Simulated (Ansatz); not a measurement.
Compare A (`O[Si@H]1C[C@@H]1[SiH3]`) with its isomer B (`C1O[SiH2]C[SiH2]1`).

Computed with Ansatz on PBE0-D4/def2-TZVP structures; ΔE is electronic, products minus reactants. CCSD(T)/CBS adds triple-zeta CCSD(T) − MP2 to the extrapolated MP2 energy (def2 sets, frozen cores). DFT in def2-TZVPP. B3LYP here is the variant with VWN-RPA as its local correlation; programs differ in this. One conformer a species, not always the lowest.

Problem. Which is lower in electronic energy at CCSD(T)/CBS, and by how much? (An estimate is asked.)

Solution. The calculation gave: B, by 76.8 kJ/mol.

Problem. Give E(B) − E(A) in kJ/mol with CCSD(T)/def2-TZVPP, B2PLYP, B3LYP, CCSD/def2-TZVPP, r2SCAN-D4, ωB97M-V, HF/def2-TZVPP. (Best estimate.)

Solution. The calculation gave: CCSD(T)/def2-TZVPP -77.7, B2PLYP -77.7, B3LYP -78.3, CCSD/def2-TZVPP -78.9, r2SCAN-D4 -76.7, ωB97M-V -79.4, HF/def2-TZVPP -87.1. None reverses the order clearly.

Largest T1 diagnostic: 0.012.

In def2-TZVPP, CCSD(T) changes the Hartree–Fock value by +9.4 kJ/mol (the triples alone add +1.1 kJ/mol) and MP2 by +15.7 kJ/mol. The D4 term adds −4.1 kJ/mol with B3LYP and −2.0 kJ/mol with PBE0; it sums over pairs of atoms, weighted by their polarisabilities, and B3LYP, whose exchange is more repulsive, gets the larger term.
